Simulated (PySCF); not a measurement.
Species: 2,2-dimethylbutyryl chloride, `CCC(C)(C)C(=O)Cl`. The columns A, B, C and D hold Mulliken, IAO, Hirshfeld and ESP-fitted charges (e) of one PBE0/pcSseg-1 density (PySCF), in a shuffled order. Coordinates in Å (GFN2-xTB); the density's dipole moment is (0.28, -2.47, -1.83) D.

```json
{"atom": "C1", "x": "1.920", "y": "0.553", "z": "-0.737", "A": "-0.119", "B": "-0.254", "C": "-0.422", "D": "-0.330"}
{"atom": "C2", "x": "0.515", "y": "0.096", "z": "-1.115", "A": "-0.069", "B": "-0.158", "C": "-0.248", "D": "+0.024"}
{"atom": "C3", "x": "-0.422", "y": "-0.090", "z": "0.094", "A": "+0.017", "B": "-0.680", "C": "0.000", "D": "+0.521"}
{"atom": "C4", "x": "0.096", "y": "-1.171", "z": "1.047", "A": "-0.120", "B": "-0.123", "C": "-0.415", "D": "-0.536"}
{"atom": "C5", "x": "-1.824", "y": "-0.474", "z": "-0.401", "A": "-0.119", "B": "-0.122", "C": "-0.414", "D": "-0.632"}
{"atom": "C6", "x": "-0.525", "y": "1.200", "z": "0.866", "A": "+0.195", "B": "+0.382", "C": "+0.364", "D": "+0.330"}
{"atom": "O7", "x": "-0.274", "y": "1.396", "z": "2.006", "A": "-0.189", "B": "-0.286", "C": "-0.346", "D": "-0.365"}
{"atom": "Cl8", "x": "-1.125", "y": "2.557", "z": "-0.114", "A": "-0.039", "B": "-0.117", "C": "-0.109", "D": "-0.159"}
{"atom": "H9", "x": "2.503", "y": "0.731", "z": "-1.638", "A": "+0.046", "B": "+0.123", "C": "+0.149", "D": "+0.101"}
{"atom": "H10", "x": "2.435", "y": "-0.200", "z": "-0.146", "A": "+0.041", "B": "+0.116", "C": "+0.139", "D": "+0.083"}
{"atom": "H11", "x": "1.886", "y": "1.477", "z": "-0.165", "A": "+0.033", "B": "+0.124", "C": "+0.141", "D": "+0.081"}
{"atom": "H12", "x": "0.073", "y": "0.831", "z": "-1.789", "A": "+0.027", "B": "+0.132", "C": "+0.141", "D": "-0.003"}
{"atom": "H13", "x": "0.571", "y": "-0.855", "z": "-1.647", "A": "+0.043", "B": "+0.123", "C": "+0.137", "D": "+0.020"}
{"atom": "H14", "x": "1.019", "y": "-0.858", "z": "1.526", "A": "+0.040", "B": "+0.129", "C": "+0.150", "D": "+0.137"}
{"atom": "H15", "x": "-0.636", "y": "-1.366", "z": "1.827", "A": "+0.043", "B": "+0.122", "C": "+0.149", "D": "+0.137"}
{"atom": "H16", "x": "0.276", "y": "-2.092", "z": "0.498", "A": "+0.045", "B": "+0.116", "C": "+0.141", "D": "+0.130"}
{"atom": "H17", "x": "-2.201", "y": "0.259", "z": "-1.109", "A": "+0.032", "B": "+0.129", "C": "+0.151", "D": "+0.132"}
{"atom": "H18", "x": "-1.778", "y": "-1.443", "z": "-0.892", "A": "+0.048", "B": "+0.122", "C": "+0.147", "D": "+0.153"}
{"atom": "H19", "x": "-2.518", "y": "-0.542", "z": "0.433", "A": "+0.043", "B": "+0.122", "C": "+0.145", "D": "+0.176"}
```

Question: Which column most likely holds the ESP-fitted charges?

Answer: D. Σ q r misses the density's dipole by 0.07 D (D), 0.53 D (C), 0.55 D (B), 1.64 D (A). Charges fitted to the outside potential are the only set here that is tied to the molecule's multipoles.

Question: And the Hirshfeld charges?

Answer: A. The mean sizes are 0.069 e (A), 0.183 e (B), 0.206 e (C), 0.213 e (D), and Hirshfeld charges are commonly the smallest of these schemes.

As computed, A = Hirshfeld, B = Mulliken, C = IAO, D = ESP-fitted. Hydrogens on carbon: Hirshfeld +0.03 to +0.05, Mulliken +0.12 to +0.13, IAO +0.14 to +0.15, ESP-fitted 0.00 to +0.18 e.

The ESP scheme fits charges at the nuclei, held to the total charge, to the electrostatic potential on points at 1.4 to 2.0 times the van der Waals radii. The Mulliken scheme counts on each atom the diagonal of the density matrix times the overlap matrix over that atom's basis functions.

Geometry: GFN2-xTB, one conformer, isolated molecule.

These values come from a run that also computed NMR shieldings. The run took 35 s on Arm Neoverse V1, one thread, no GPU, shared host, and the process peaked at 0.88 GiB of memory.

The values belong to the conformer `[CH3:1][CH2:2][C:3]([CH3:4])([CH3:5])[C:6](=[O:7])[Cl:8]`: C1–C2–C3–C4 -62°, C2–C3–C6–O7 -122°.
